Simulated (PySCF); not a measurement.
Compound: C3H4AlN.
Numbering: `[CH:1]#[C:2][AlH2-:3][N+:4]#[CH:5]` (hydrogens: H6 on C1; H7, H8 on Al3; H9 on C5)

Computed with PySCF 2.14.0, PBE0-D3(BJ)/def2-SVP geometry optimisation, gas phase.

List the bond lengths and angles at this level.

```tsv
bond	length (Å)
C1≡C2	1.222
C2–Al3	1.940
Al3–N4	2.063
N4≡C5	1.147
C1–H6	1.076
Al3–H7, Al3–H8	1.595
C5–H9	1.082
```

Bonds in one row agree within 0.01 Å and their mean is given. A selection of angles:
```tsv
angle	degrees
C2–C1–H6	179.6
C1–C2–Al3	179.2
C2–Al3–N4	97.1
C2–Al3–H7	117.3
N4–Al3–H7	98.8
H7–Al3–H8	119.6
Al3–N4–C5	178.6
N4–C5–H9	179.8
```

Al3 (aluminium bonded to C, N and 2 H) is distorted tetrahedral (angles from 97.1° to 119.6°). The 5 heavy atoms lie in one plane (0.001 Å rms).

Point group: Cs (every atom within 0.08 Å of its image). Stationary, but not proved a minimum.
